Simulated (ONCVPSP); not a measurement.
technetium, ONCV: configuration errors across variants

ONCVPSP 4.0.1 input, shortened (lines: element, Z, core and valence counts, functional; n l f; lmax; l rc ep ncon nbas qcut; lloc lpopt rc5 dvloc0; l nproj debl; icmod fcfact rcfact), PBE, fully relativistic:

```
  Tc 43.00    6    4        4      upf
    1    0    2.00
    2    0    2.00
    2    1    6.00
    3    0    2.00
    3    1    6.00
    3    2   10.00
    4    0    2.00
    4    1    6.00
    4    2    5.00
    5    0    2.00
    2
    0    1.35    0.00    3    7    7.20
    1    1.50    0.00    5    8   10.30
    2    2.35    0.00    5   10    7.70
    4    4    0.90    4.00
    0    3    1.80
    1    2    2.90
    2    2    3.00
    2    0.20    0.85
```

Open shells are filled in proportion to 2j + 1.

All-electron excitation energies from the reference (eV): (1) 4s2 4p6 4d5 5s1 8.154; (2) 4s2 4p6 4d5 5s0 23.006; (3) 4s2 4p6 4d4 5s0 51.708; (4) 4s2 4p5 4d5 5s2 51.554.

Errors AE − PS in meV (a dash: test not solved or not reliable):

| change | (1) | (2) | (3) | (4) | bound ghosts | GHOST(+) flags above zero |
| --- | --- | --- | --- | --- | --- | --- |
| base | +0.1 | -1.2 | +2.0 | -23 | none | s |
| all radii but the core radius scaled by about 0.78 (s 1.06, p 1.18, d 1.84 bohr); local potential polynomial inside 0.70 bohr (lpopt 4, dvloc0 4 Ha) | +0.4 | +0.5 | +2.7 | -4.3 | none | s |
| all radii but the core radius scaled by about 0.89 (s 1.20, p 1.34, d 2.10 bohr); local potential polynomial inside 0.80 bohr (lpopt 4, dvloc0 4 Ha) | +0.2 | -0.3 | +1.5 | -10 | none | s, d5/2 |
| all radii but the core radius scaled by about 1.15 (s 1.56, p 1.72, d 2.70 bohr); local potential polynomial inside 1.04 bohr (lpopt 4, dvloc0 4 Ha) | -0.1 | -3.9 | +3.2 | -56 | none | s |
| all radii but the core radius scaled by about 1.22 (s 1.64, p 1.82, d 2.86 bohr); local potential polynomial inside 1.10 bohr (lpopt 4, dvloc0 4 Ha) | -0.4 | -7.6 | +0.6 | -78 | none | s |
| all radii but the core radius scaled by about 1.32 (s 1.78, p 1.98, d 3.12 bohr); local potential polynomial inside 1.20 bohr (lpopt 4, dvloc0 4 Ha) | -0.3 | -10 | +30 | -106 | none | s |

Problem. Give the same row for: all radii but the core radius scaled by about 1.05 (s 1.42, p 1.58, d 2.48 bohr); local potential polynomial inside 0.96 bohr (lpopt 4, dvloc0 4 Ha).

Solution. 0.0, -1.8, +2.4, -33; bound ghosts: none; GHOST(+) flags above zero: s.
